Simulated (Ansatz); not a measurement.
`CB[SiH](F)F` + `FC1=CC(F)(F)C1F` → `CB[Si](F)(F)F` + `FC1=C[C@H](F)[C@H]1F`  (formal exchange of groups at the Si–H bond)

Calculated with Ansatz (gas phase, PBE0-D4/def2-TZVP geometries, no zero-point term in ΔE). CCSD(T)/CBS adds triple-zeta CCSD(T) − MP2 to the extrapolated MP2 energy (def2 sets, frozen cores). Functionals use def2-TZVPP. B3LYP here is the variant with VWN-RPA as its local correlation; programs differ in this. One conformer a species, not always the lowest.

`CB[SiH](F)F`:

Cartesian coordinates in Å:
```
C 1.512 -0.214 0.382
B 0.101 0.361 0.637
Si -1.425 0.166 -0.670
F -0.957 -0.578 -2.005
F -2.562 -0.753 -0.024
H 1.440 -1.214 0.851
H 1.778 -0.394 -0.660
H 2.323 0.294 0.908
H -0.138 0.901 1.682
H -2.073 1.431 -1.100
```

`FC1=CC(F)(F)C1F`:

Z-matrix (Å, degrees):
```
C
F 1 1.352
F 1 1.345 2 106.8
C 1 1.497 2 115.8 3 131.5
C 1 1.559 2 114.9 3 -127.3
C 4 1.332 1 90.8 2 119.8
H 4 1.080 1 133.0 2 -57.6
F 5 1.361 1 115.6 2 123.8
H 5 1.093 1 114.3 2 -4.2
F 6 1.307 4 133.4 1 179.6
```

`CB[Si](F)(F)F`:

Z-matrix (Å, degrees):
```
C
B 1 1.543
H 1 1.091 2 115.0
H 1 1.108 2 102.0 3 113.5
H 1 1.091 2 116.3 3 -132.1
Si 2 2.010 1 122.8 3 156.2
H 2 1.198 1 120.1 3 -27.9
F 6 1.585 2 111.4 1 -122.3
F 6 1.585 2 113.5 1 -2.4
F 6 1.585 2 111.9 1 117.8
```

`FC1=C[C@H](F)[C@H]1F`:

Cartesian coordinates in Å:
```
F 0.140 2.363 0.430
C -0.020 1.071 0.280
C -0.942 0.202 0.683
C -0.299 -0.902 -0.109
F 0.103 -1.997 0.619
C 0.837 0.097 -0.456
F 1.043 0.349 -1.787
H -1.813 0.236 1.321
H -0.841 -1.256 -0.988
H 1.792 -0.162 0.006
```

**Question.** Is it downhill or uphill in electronic energy at CCSD(T)/CBS, and by how much? (Estimate.)

**Answer.** Computed: Downhill: ΔE = -2.29 eV.

**Question.** What do these levels give: PBE0-D4, B3LYP-D4, ωB97X-V, ωB97M-V, PBE, r2SCAN, PBE0, SCS-MP2/def2-TZVPP, MP2/def2-QZVPP, HF/CBS(def2), MP2/CBS(def2), CCSD/CBS(def2)? (An estimate is asked.)

**Answer.** Computed: PBE0-D4 -2.14, B3LYP-D4 -2.21, ωB97X-V -2.14, ωB97M-V -2.19, PBE -2.09, r2SCAN -2.19, PBE0 -2.14, SCS-MP2/def2-TZVPP -2.30, MP2/def2-QZVPP -2.38, HF/CBS(def2) -2.28, MP2/CBS(def2) -2.39, CCSD/CBS(def2) -2.31 eV.

Largest T1 diagnostic among the species: 0.012.

From PBE to PBE0 (25 % exact exchange), in def2-TZVPP and without D4, ΔE moves by −0.05 eV.
